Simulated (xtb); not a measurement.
Br₅Ta, triplet, from a rough starting geometry (GFN-xTB shapes and energies of metal compounds can be far from the true ones) (the multiplicity is a formal guess); xtb with GFN2-xTB.

The xtb input:
```
$ xtb mol.xyz --gfn 2 --uhf 2 --opt vtight --json

# file mol.xyz
6

Ta    -0.00535236     0.01513793     0.00109106
Br     1.82842189    -0.55817754     1.65769762
Br    -1.78058771     0.49657464    -1.67029446
Br     0.42255137     2.39260677     0.31463588
Br     1.21398241    -1.18228301    -1.70203154
Br    -1.67990716    -1.20609664     1.39123348
```

What the program printed (banner, timings and long lists left out):

```
   ID    Z sym.   atoms
    1   73 Ta     1
    2   35 Br     2-6

           -------------------------------------------------
          |                Calculation Setup                |
           -------------------------------------------------

           -------------------------------------------------
          |                 G F N 2 - x T B                 |
           -------------------------------------------------

          ...................................................
          :                      SETUP                      :
          :.................................................:
          :  # basis functions                  60          :
          :  # atomic orbitals                  54          :
          :  # shells                           18          :
          :  # electrons                        40          :
          :  max. iterations                   250          :
          :  Hamiltonian                  GFN2-xTB          :
          :  restarted?                      false          :
          :  GBSA solvation                  false          :
          :  PC potential                    false          :
          :  electronic temp.          300.0000000     K    :
          :  accuracy                    1.0000000          :
          :  -> integral cutoff          0.2500000E+02      :
          :  -> integral neglect         0.1000000E-07      :
          :  -> SCF convergence          0.1000000E-05 Eh   :
          :  -> wf. convergence          0.1000000E-03 e    :
          :  Broyden damping             0.4000000          :
          :  net charge                          0          :
          :  unpaired electrons                  2          :
          ...................................................

 iter      E             dE          RMSdq      gap      omega  full diag
   1    -22.3439933 -0.223440E+02  0.816E+00    0.06       0.0  T
   2    -22.3480268 -0.403349E-02  0.102E+01    0.01       1.0  T
   3    -22.5317604 -0.183734E+00  0.620E+00    0.02       1.0  T
   4    -22.5437251 -0.119646E-01  0.564E+00    0.02       1.0  T
   5    -22.5500708 -0.634576E-02  0.596E+00    0.01       1.0  T
   6    -22.5921977 -0.421269E-01  0.393E+00    0.04       1.0  T
   7    -22.5958611 -0.366340E-02  0.292E+00    0.03       1.0  T
   8    -22.6029861 -0.712498E-02  0.317E+00    0.03       1.0  T
   9    -22.6170061 -0.140200E-01  0.101E+00    0.02       1.0  T
  10    -22.6172972 -0.291033E-03  0.991E-01    0.02       1.0  T
  11    -22.6128816  0.441552E-02  0.122E+00    0.02       1.0  T
  12    -22.6178755 -0.499386E-02  0.489E-01    0.02       1.0  T
  13    -22.6183212 -0.445712E-03  0.282E-01    0.02       1.0  T
  14    -22.6182754  0.457641E-04  0.265E-01    0.02       1.0  T
  15    -22.6184277 -0.152262E-03  0.115E-01    0.02       1.0  T
  16    -22.6182036  0.224092E-03  0.249E-01    0.02       1.0  T
  17    -22.6183840 -0.180400E-03  0.133E-01    0.02       1.0  T
  18    -22.6184456 -0.616171E-04  0.627E-02    0.02       1.0  T
  19    -22.6184455  0.177558E-06  0.595E-02    0.02       1.0  T
  20    -22.6184328  0.126407E-04  0.696E-02    0.02       1.0  T
  21    -22.6184525 -0.196819E-04  0.181E-02    0.02       2.3  T
  22    -22.6184530 -0.500184E-06  0.668E-03    0.02       6.1  T
  23    -22.6184531 -0.108834E-06  0.343E-03    0.02      11.9  T
  24    -22.6184530  0.150531E-06  0.628E-03    0.02       6.5  T
  25    -22.6184530 -0.609852E-07  0.518E-03    0.02       7.9  T
  26    -22.6184531 -0.105875E-06  0.155E-03    0.02      26.3  T
  27    -22.6184531  0.263247E-08  0.163E-03    0.02      25.1  T
  28    -22.6184531 -0.744387E-08  0.936E-04    0.02      43.6  T
  29    -22.6184531 -0.177712E-08  0.779E-04    0.02      52.4  T

   *** convergence criteria satisfied after 29 iterations ***

 transition dipole moment (au) for excitation:          20          21
     X       Y       Z
[...]
 * total energy  :   -22.5968650 Eh     change       -0.1814897E-08 Eh
 * total energy  :   -22.5999575 Eh     change       -0.3092504E-02 Eh
 * total energy  :   -22.6012451 Eh     change       -0.1287580E-02 Eh
 * total energy  :   -22.6013660 Eh     change       -0.1209122E-03 Eh
 * total energy  :   -22.6014157 Eh     change       -0.4968253E-04 Eh
 * total energy  :   -22.6014159 Eh     change       -0.1563926E-06 Eh
 * total energy  :   -22.6014224 Eh     change       -0.6511054E-05 Eh
 * total energy  :   -22.6014227 Eh     change       -0.2851700E-06 Eh
 * total energy  :   -22.6014232 Eh     change       -0.5289613E-06 Eh
 * total energy  :   -22.6014234 Eh     change       -0.1939499E-06 Eh
 * total energy  :   -22.6014235 Eh     change       -0.1039906E-06 Eh
 * total energy  :   -22.6014235 Eh     change       -0.3939057E-08 Eh
   *** GEOMETRY OPTIMIZATION CONVERGED AFTER 12 ITERATIONS ***
         :: total energy             -22.601423495106 Eh    ::
[...]
        13        2.0000           -0.4754181             -12.9368
        14        2.0000           -0.4704893             -12.8027
        15        1.9996           -0.4656892             -12.6720
        16        1.9440           -0.4609142             -12.5421
        17        1.9439           -0.4609137             -12.5421
        18        1.8855           -0.4601750             -12.5220
        19        1.6136           -0.4586706             -12.4811
        20        1.6134           -0.4586697             -12.4810
        21        0.5005           -0.3704358             -10.0801 (HOMO)
        22        0.4995           -0.3704320             -10.0800 (LUMO)
        23                         -0.3423962              -9.3171
        24                         -0.3423797              -9.3166
        25                         -0.2541963              -6.9170
        26                         -0.1231435              -3.3509
        27                         -0.0139245              -0.3789
        28                         -0.0129209              -0.3516
        29                         -0.0129183              -0.3515
        30                         -0.0095833              -0.2608
        31                         -0.0095786              -0.2606
        32                         -0.0072770              -0.1980
       ...                                ...                  ...
        54                          3.0858867              83.9713
      -------------------------------------------------------------
                  HL-Gap            0.0000038 Eh            0.0001 eV
             Fermi-level           -0.4143326 Eh          -11.2746 eV

     #   Z          covCN         q      C6AA      α(0)
     1  73 Ta       3.865     0.817   178.645    19.781
     2  35 Br       0.835    -0.155   189.061    22.169
     3  35 Br       0.834    -0.155   189.061    22.169
     4  35 Br       0.822    -0.169   189.443    22.191
     5  35 Br       0.823    -0.169   189.443    22.191
     6  35 Br       0.822    -0.169   189.442    22.191

 Mol. C6AA /au·bohr⁶  :       6737.892031
 Mol. C8AA /au·bohr⁸  :     524930.422577
 Mol. α(0) /au        :        130.692394

Wiberg/Mayer (AO) data.
largest (>0.10) Wiberg bond orders for each atom

 ---------------------------------------------------------------------------
     #   Z sym  total        # sym  WBO       # sym  WBO       # sym  WBO
 ---------------------------------------------------------------------------
     1  73 Ta   4.614 --     5 Br   1.060     6 Br   1.060     4 Br   1.060
                             2 Br   0.717     3 Br   0.717
     2  35 Br   0.951 --     1 Ta   0.717
     3  35 Br   0.951 --     1 Ta   0.717
     4  35 Br   1.266 --     1 Ta   1.060
     5  35 Br   1.267 --     1 Ta   1.060
     6  35 Br   1.266 --     1 Ta   1.060
 ---------------------------------------------------------------------------

Topologies differ in total number of bonds
Writing topology from bond orders to xtbtopo.mol

molecular dipole:
                 x           y           z       tot (Debye)
 q only:        0.000      -0.000      -0.000
   full:        0.000       0.000      -0.000       0.001
molecular quadrupole (traceless):
                xx          xy          yy          xz          yz          zz
 q only:       -0.549       0.466       0.877      -1.451       0.431      -0.328
  q+dip:       -1.891       1.605       3.023      -4.998       1.485      -1.132
   full:       -1.861       1.580       2.975      -4.919       1.462      -1.114

optimized geometry written to: xtbopt.xyz

           -------------------------------------------------
          | TOTAL ENERGY              -22.601423495106 Eh   |
          | GRADIENT NORM               0.000046172845 Eh/α |
          | HOMO-LUMO GAP               0.000103260489 eV   |
           -------------------------------------------------

normal termination of xtb
```
